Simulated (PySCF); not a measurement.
# LiCd⁺: from constants to spectrum

RHF-CCSD(T) constants of LiCd⁺, ¹Σ⁺ (singlet), closed shell (PySCF, scalar-relativistic core potentials, basis sets Li def2-SVPD, Cd def2-SVPD with ECP28; masses 7.0160 and 113.9034 u):

```
ωe              : 238.2 cm⁻¹
ωexe            : 2.63 cm⁻¹
Be              : 0.31866 cm⁻¹
αe              : 0.00508 cm⁻¹
D (centrifugal) : 2.28e-06 cm⁻¹
De to Li⁺ + Cd  : 0.60 eV
```

Problem. Give the vibrational terms G(v) and spacings up to v = 6.

Solution. G(v) = ωe(v+½) − ωexe(v+½)².

| v | G(v) (cm⁻¹) | G(v) − G(v−1) | Bv (cm⁻¹) |
| --- | --- | --- | --- |
| 0 | 118.4 |  | 0.3161 |
| 1 | 351.4 | 232.9 | 0.3110 |
| 2 | 579.1 | 227.7 | 0.3060 |
| 3 | 801.5 | 222.4 | 0.3009 |
| 4 | 1018.6 | 217.2 | 0.2958 |
| 5 | 1230.5 | 211.9 | 0.2907 |
| 6 | 1437.2 | 206.6 | 0.2856 |

Problem. How well does the Morse estimate ωe²/(4ωexe) reproduce De, and what is D0?

Solution. It gives 0.67 eV, 111 % of the computed De. D0 = De − G(0) = 0.60 − 0.01 = 0.59 eV.

Correlated steps freeze no core orbitals. Correlated levels converge slowly with the basis: in double zeta they bind strong bonds too weakly, by up to about 1 eV, and carry superposition errors of some tenths. For an ion De counts to the pair picked by the measured ionisation energies or electron affinities, which need not be the lowest pair at this level.
